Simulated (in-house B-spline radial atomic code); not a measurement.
## Excitations of N VI (N5+) by several methods

Full response, energies in eV; labels give the largest channel, * marks a mixed state, a dash one above the method's threshold, and an imaginary frequency an unstable closed-shell reference. Computed with an all-electron radial atomic-structure program (B-spline basis): linear response of the closed shell 1s2 with each method's own kernel (bare exchange for TDHF, static screening on G0W0 levels for BSE, the adiabatic kernel for functionals); non-relativistic, point nucleus, no spin-orbit coupling, no double excitations, S, P, D and F terms only.

```csv
method,1s → 2s 3S,1s → 2p 3P,1s → 2s 1S,α (bohr³)
TDHF,419.47,426.14,426.78,0.004645
BSE on G0W0@HF,419.45,425.88,426.62,0.004634
LDA VWN5,402.56,409.93,408.12,0.00487
PBE,404.47,411.87,410.60,0.004794
PBE0,408.54,415.74,414.94,0.004754
B3LYP (VWN-RPA),403.28,410.93,412.30,0.004762
CAM-B3LYP,402.78,410.62,411.72,0.004759
LC-wPBE,403.02,410.82,408.94,0.004795
wB97X,408.32,416.54,414.85,0.004717
HSE06,408.64,415.81,415.05,0.004754
BHandHLYP,406.65,414.24,416.91,0.004714
BLYP,399.06,406.93,408.57,0.004787
PBEsol,?,?,?,?
BP86,405.56,413.12,411.32,0.004774
LDA exchange-only,400.27,407.73,406.42,0.004886
B97-1,407.94,415.70,414.74,0.004751
RPBE,404.51,411.98,410.65,0.004784
OLYP,?,?,?,?
```

(1) What does OLYP give?

(2) What does PBEsol give?

Results:

(1) 1s → 2s 3S: 397.99; 1s → 2p 3P: 406.26; 1s → 2s 1S: 407.59; α: 0.004784 (eV, bohr³).

(2) 1s → 2s 3S: 403.18; 1s → 2p 3P: 410.63; 1s → 2s 1S: 409.22; α: 0.004824 (eV, bohr³).
